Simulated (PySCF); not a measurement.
# Static response to an electric field

Species: C4H6Cl2Si.
Structure used (GFN2-xTB), in Å, numbered top down from 1:
```
atom  x, y, z in Å
Cl1    2.7860   -1.6770    0.1924
Si2    2.0822    0.1985    0.4495
C3     0.2522    0.1292    0.0765
C4    -0.7521    1.0161    0.0650
Cl5   -0.8415    2.6836    0.3976
C6    -1.8215    0.0532   -0.3477
C7    -0.6824   -0.9954   -0.3445
H8     2.3244    0.5928    1.8353
H9     2.7775    1.0805   -0.4852
H10   -2.6064   -0.1110    0.3883
H11   -2.2716    0.2478   -1.3194
H12   -0.4576   -1.4289   -1.3161
H13   -0.7938   -1.7887    0.3906
```

Level: CAM-B3LYP/def2-SVPD (PySCF), static field, nuclei fixed, core orbitals frozen in the response. The polarisability tensor in these axes (au):

```
x   108.48 -13.38   4.28
y   -13.38 110.18   5.32
z     4.28   5.32  74.32
```

Q: What are the eigenvalues, a third of the trace, and Δα (Δα² = ½Σ(αi − αj)² over the three pairs)?

A: Principal values 72.36, 97.87 and 122.75 au; mean 97.66 au = 14.47 Å³ = 16.10 × 10⁻⁴⁰ C²·m²/J; Δα = 43.64 au (45 % of the mean).

Q: What is the dipole moment, and where does it point?

A: (-1.20, -0.27, -0.29) D, 1.26 D in size, pointing from the negative to the positive side. Measured along this direction, the outermost atoms are H8 and H9 at the negative end and H10 and H11 at the positive end.

Q: Estimate the molar refractivity from the static electronic polarisability.

A: Lorentz–Lorenz: R = (4π/3)N_A α = 2.5225 cm³/(mol·Å³) × 14.47 Å³ = 36.5 cm³/mol, in the limit of long wavelengths.

Q: Refractivity n − 1 of an ideal gas of it at 273.15 K and 1 atm, from the electronic α?

A: N = p/kT = 2.6868 × 10¹⁹ cm⁻³, so n − 1 = 2π × N × 14.47 × 10⁻²⁴ cm³ = 2443 × 10⁻⁶ at long wavelengths, for an ideal gas.

Q: In TDDFT the mean static polarisability is Σ f/ω² over all singlet excitations (ω in hartree). How much of it do the 8 lowest give? Their energies (eV) and oscillator strengths: 6.14, 0.3398; 6.41, 0.0000; 6.59, 0.0003; 6.83, 0.0082; 7.06, 0.0000; 7.36, 0.0001; 7.62, 0.0031; 7.78, 0.0073.

A: They add up to 6.93 au, 7.1 % of the 97.66 au; the largest single term is 6.67 au, from the state at 6.14 eV. Terms in order: 6.67, 0.00, 0.01, 0.13, 0.00, 0.00, 0.04, 0.09 au. Higher excitations give the rest. The strengths listed sum to 0.359.

Isolated species at its GFN2-xTB geometry (one conformer only).

The run behind these numbers computed excited states as well. Hardware: one thread of an Intel Xeon at 2.50 GHz, shared host with 64 logical CPUs at a one-minute load of 58. Cost: 2.3 min wall, 92 s CPU, 0.93 GiB resident at most.
